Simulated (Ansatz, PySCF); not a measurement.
Process, species as SMILES: [F][GeH2][F] [difluorogermane] + 2 [H][H] (H2) → 2 F (HF) + [GeH4] (GeH4)
Each molecule is optimised on its own at B3LYP-D3(BJ)/def2-TZVP (Ansatz, a first-principles code). Frequencies are from Ansatz or PySCF.

Property: energy of full hydrogenation (0 K, with B3LYP-D3(BJ) harmonic zero-point energies), in eV. Valence correlation only, unless marked. No spin-orbit coupling. Frozen are the shells of the preceding noble gas and the d and f shells that filled before the atom's block. No relativistic terms. CBS(X,Y): correlation extrapolated as X^-3; Hartree-Fock from the larger set.

CCSD(T)/CBS(cc-pVTZ,cc-pVQZ) (Ansatz) gives 1.31 eV.

Question: Another calculation gave 1.29 eV. Which level was it?
A. HSE06/def2-TZVPD (Ansatz)
B. r2SCAN0/def2-TZVPD (Ansatz)
C. B2GP-PLYP/def2-TZVPD (Ansatz)

Answer: C, B2GP-PLYP/def2-TZVPD (Ansatz). The others give 1.10 (r2SCAN0), 0.94 (HSE06) eV.
